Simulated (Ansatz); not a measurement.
`BB1CN1` + `N[AsH2]` → `B[AsH]N` + `B1CN1` at 700 K and 1 bar (cleavage of the B–B bond).

Computed with Ansatz on PBE0-D4/def2-TZVP structures; ΔE is electronic, products minus reactants. CBS: MP2 limit from def2 TZ/QZ plus the TZ coupled-cluster correction, frozen cores. This one scheme is used for every species. For As outer-core shells are correlated without core-valence functions, which leaves a few kJ/mol of doubt a bond. Scalar relativity is left out up to krypton. One conformer a species, not always the lowest.

| species | CCSD(T)/CBS energy (Eh) | H − E (kJ/mol) | S (J/(mol·K)) |
| --- | --- | --- | --- |
| `BB1CN1` | -145.29038 | 234.3 | 388.5 |
| `N[AsH2]` | -2292.09958 | 152.3 | 328.9 |
| `B[AsH]N` | -2317.47891 | 203.6 | 394.0 |
| `B1CN1` | -119.91915 | 185.9 | 321.1 |

H − E and S are ideal-gas, rigid-rotor, harmonic terms from PBE0-D4/def2-TZVP, for one conformer and one mirror image of each species. 1 Eh = 2625.50 kJ/mol, R = 8.31446 J/(mol·K).

Task: By hand: ΔE, ΔH, ΔS and ΔG.

Result: ΔE = (-2317.47891) + (-119.91915) − (-145.29038) − (-2292.09958) = -0.00810 Eh = -21.3 kJ/mol. Δ(H − E) = 203.6 + 185.9 − 234.3 − 152.3 = 2.9, so ΔH = -18.4 kJ/mol. ΔS = 394.0 + 321.1 − 388.5 − 328.9 = -2.3 J/(mol·K). ΔG = -18.4 − 700 × (-2.3)/1000 = -16.8 kJ/mol.

Task: By hand: the equilibrium constant, and the temperature at which ΔG would vanish if ΔH and ΔS stayed fixed.

Result: log₁₀ K = −ΔG/(RT ln 10) = 1.3. ΔG = 0 at ΔH/ΔS = 8000 K, far beyond where these terms or the molecules hold.

The number of gas molecules stays the same, so ΔS is small and ΔH decides. A doubt of 5 kJ/mol in ΔE shifts log₁₀ K by 0.4 here. Other conformers and mirror images would add mixing entropy, several J/(mol·K) or more a flexible species. These are equilibria of isolated gas molecules and say nothing of rates. Largest T1 diagnostic: 0.015 (customary marks: 0.02 for closed shells, 0.045 for open ones).
